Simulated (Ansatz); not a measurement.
A run for Ansatz (a first-principles code): U-CCSD(T)/def2-TZVPP on C2H6Mg (SMILES C[CH2][MgH]), a point of a bond scan (R = 0.877 Å).

Ansatz 0.2 input:
```yaml
crystal:
  periodic: [false, false, false]
  atoms:
    - {symbol: Mg, position_ang: [-0.14432861, 0.33129844, 1.39372438]}
    - {symbol: H, position_ang: [-0.33728383, 1.19048809, 2.85567801]}
    - {symbol: C, position_ang: [0.09330786, -0.71909592, -0.41423708]}
    - {symbol: C, position_ang: [0.13153769, 0.13614409, -1.69257383]}
    - {symbol: H, position_ang: [-0.55386495, -1.30804542, -0.47586320]}
    - {symbol: H, position_ang: [1.01119844, -1.31501739, -0.34578536]}
    - {symbol: H, position_ang: [0.95533042, 0.85539786, -1.67841733]}
    - {symbol: H, position_ang: [-0.78761407, 0.71382571, -1.82525708]}
    - {symbol: H, position_ang: [0.25689724, -0.46728182, -2.59877559]}
basis:
  gaussian:
    orbitals: def2-TZVPP
correlation: {method: ccsd_t, electrons: outside_noble_gas}
scf: {omitted_lower_state_checks: [cluster_reference]}
magnetization: {spin_polarized: true, initial_magnetization: 0}
```

Program output:

```
WARN ansatz: RAYON_NUM_THREADS=1 ignored (pool sized by the plan → 1); use --threads N
Functional definition: HF
these checks for a lower state are left out or cut short: cluster_reference
integrals: 0.95 GiB planned
1097 factors; integrals over basis functions are off by at most 1.3e-3 eV
mean field: 0.57 GiB planned
mean field evaluation 1: about -7582.5359 eV, gradient 2.6e1 eV
mean field evaluation 2: about -7582.5372 eV, gradient 2.6e1 eV
mean field evaluation 4: about -7586.0449 eV, gradient 2.1e0 eV
mean field evaluation 8: about -7586.0878 eV, gradient 1.1e-3 eV
mean field -7586.08778348 eV, -278.7835840078 hartree, gradient 6.2e-6 eV, S^2 0.000000; 0 other end points of the search recorded, 0 dependent functions left out
7 core orbitals not correlated
reference -7586.08778348 eV, -278.7835840078 hartree; 8, 8 occupied and 163, 163 virtual orbitals, 1097 factors
too little memory for Intel AMX tiles; the run may be slower
second order -11.03681682 eV of doubles, -0.00000000 eV of singles
coupled cluster: 1.61 GiB planned
cycle   1  -11.65216978 eV  change   -6.2e-1 eV  update   6.8e-2
cycle   2  -11.96584681 eV  change   -3.1e-1 eV  update   2.1e-2
cycle   3  -12.00424436 eV  change   -3.8e-2 eV  update   7.5e-3
cycle   4  -12.00335181 eV  change    8.9e-4 eV  update   2.5e-3
cycle   5  -12.00314317 eV  change    2.1e-4 eV  update   9.8e-4
cycle   6  -12.00307806 eV  change    6.5e-5 eV  update   3.4e-4
cycle   7  -12.00305380 eV  change    2.4e-5 eV  update   1.1e-4
cycle   8  -12.00305721 eV  change   -3.4e-6 eV  update   4.5e-5
cycle   9  -12.00305479 eV  change    2.4e-6 eV  update   1.4e-5
perturbative correction -0.41556595 eV, -0.0152717671 hartree
Total energy: -7598.50640422 eV, -279.2399599024 hartree
Checks for a lower state left out: cluster_reference
```

Self-consistency was reached.

Cost: about 6 core-minutes (a rough figure).
